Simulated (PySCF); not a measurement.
Compound: C₃H₁₁ClO₂Si₃.
Geometry (GFN2-xTB, Å), atoms numbered from 1 in this order:
```xyz
20
C3H11ClO2Si3 angstrom
C     -0.846   -1.794   -0.705
C     -1.124   -0.367   -0.259
C     -2.546   -0.228    0.265
O     -0.206   -0.054    0.831
Si     0.574    1.343    0.493
O      2.185    1.212    0.503
Si     3.553    0.365    0.293
Si    -0.540    1.037   -1.501
Cl    -2.052    2.251   -2.082
H     -1.036   -2.490    0.111
H     -1.482   -2.053   -1.548
H      0.196   -1.894   -1.003
H     -2.707   -0.902    1.104
H     -2.724    0.791    0.605
H     -3.258   -0.464   -0.522
H      0.311    2.362    1.499
H      4.592    1.371    0.484
H      3.546   -0.178   -1.068
H      3.599   -0.704    1.285
H     -0.039    0.405   -2.731
```

NICS = −σ at a ghost point: NICS(0) at the centroid of the ring atoms, NICS(1) 1 Å to either side along the normal of their mean plane, zz for the tensor component along that normal. Level: GIAO PBE0/pcSseg-1 (PySCF, non-relativistic, gas phase) on the GFN2-xTB geometry, one conformer.

Ring bond lengths (Å), with Mayer bond orders in brackets: C2–O4 1.459 (0.84), O4–Si5 1.636 (1.02), Si5–Si8 2.305 (0.86), Si8–C2 1.964 (0.78).

Q: Give the NICS values of each ring in ppm.

A: 
```tsv
ring	type	NICS(0)	NICS(1), two faces	NICS(1)zz, two faces	rms pucker (Å)	centre to ring atoms, mean (Å)
C2–O4–Si5–Si8	4-membered ring with O and 2 Si; formal bonds all single	-3.2	-2.0 / -0.9	1.2 / 2.6	0.05	1.29
```

Q: What do they say, and how far can they be read as aromaticity?

A: 
- C2–O4–Si5–Si8: mean NICS(1)zz 1.9 ppm, near zero. C2, Si5, Si8 have four or more neighbours, so the value isn't read as a sign of a π ring current.

Q: What are the shieldings of the ring atoms and their hydrogens in the same run (means over atoms taken as equivalent)?

A: 
```csv
atoms,environment,σ isotropic (ppm),"principal values of the symmetric part, first atom (ppm)"
C2,sp3 carbon bound to oxygen,105.9,"78.4, 86.7, 152.7"
O4,silyl ether oxygen,169.4,"111.6, 192.1, 204.4"
Si5,oxygen-bound silicon,365.9,"356.5, 361.0, 380.2"
Si8,chlorine-bound silicon,327.2,"283.6, 326.5, 371.5"
H16,Si–H hydrogen,26.33,"21.9, 25.2, 31.9"
H20,Si–H hydrogen,25.90,"22.2, 25.7, 29.8"
```
